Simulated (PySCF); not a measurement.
The isolated species `C[N]([GeH2]/[CH]=N\C)C` is ionised with Mg Kα (hν = 1253.6 eV). Calculated photoelectron kinetic energies of its computed core levels, recoil neglected:

```json
{"line": "1", "kinetic energy (eV)": "962.62"}
{"line": "2", "kinetic energy (eV)": "962.28"}
{"line": "3", "kinetic energy (eV)": "962.20"}
{"line": "4", "kinetic energy (eV)": "849.57"}
{"line": "5", "kinetic energy (eV)": "849.09"}
```

Level of theory: PySCF 2.14.0, delta-SCF UKS SCAN, pcX-2 on the ionised atom, pcseg-1 elsewhere, spin-free X2C.

Question: Which element, shell and site does each line come from? Numbering: `[CH3:1]/[N:2]=[CH:3]\[GeH2:4][N:5]([CH3:6])[CH3:7]`.

Answer: Against the vacuum level, binding energy = hν − kinetic energy.

```json
{"line": "1", "binding energy (eV)": "290.98", "level": "C 1s", "atoms": "C3", "environment": "C=N carbon"}
{"line": "2", "binding energy (eV)": "291.32", "level": "C 1s", "atoms": "C6/C7", "environment": "N-methyl carbon"}
{"line": "3", "binding energy (eV)": "291.40", "level": "C 1s", "atoms": "C1", "environment": "N-methyl carbon"}
{"line": "4", "binding energy (eV)": "404.03", "level": "N 1s", "atoms": "N5", "environment": "nitrogen bonded to 2 C and Ge"}
{"line": "5", "binding energy (eV)": "404.51", "level": "N 1s", "atoms": "N2", "environment": "C=N nitrogen"}
```

Question: Where does line 1 move with hν = 1000.0 eV?

Answer: To 1000.0 − 290.98 = 709.02 eV; every photoline shifts by the change in photon energy, -253.6 eV.

Lowest listed C 1s: C3, bonded to N (double bond), H and Ge. Highest, 0.42 eV above it: C1, bonded to N and 3 H. The widest gap between neighbouring values is 0.34 eV, between 290.98 and 291.32 eV. Summing the Pauling electronegativity differences to the bonded atoms, each weighted by its formal bond order, gives +0.09 for the lowest site and -0.56 for the highest; the largest sum, +0.09, belongs to C3, 0.42 eV below the top. The smallest sum, -0.56, belongs to C6/C7, 0.34 eV above the lowest.

Question: Which photon wavelength matches the C 1s of C1 threshold?

Answer: λ = hc/E = 12398.42 eV Å / 291.40 eV = 42.548 Å.

Other core shells, valence and Auger electrons aren't listed. Topologically equivalent atoms share the value of their first member; where this conformer doesn't relate them by symmetry, their own values could differ. Spin contamination (⟨S²⟩ against 0.75 for a pure doublet) is marked for N 1s of N2 (atom 2) (0.93), which makes this value less certain. No level of germanium is listed. One conformer (not necessarily the lowest) at the PBE0-D3(BJ)/def2-SVP geometry, without solvent, vibrations or thermal averaging.

The run took 73 s on one thread, Arm Neoverse V1 (aarch64), shared host, and the process peaked at 0.82 GiB of memory.

Shape of the structure used: `[CH3:1]/[N:2]=[CH:3]\[GeH2:4][N:5]([CH3:6])[CH3:7]`: N2–C3–Ge4–N5 176°, C3–Ge4–N5–C6 154°.
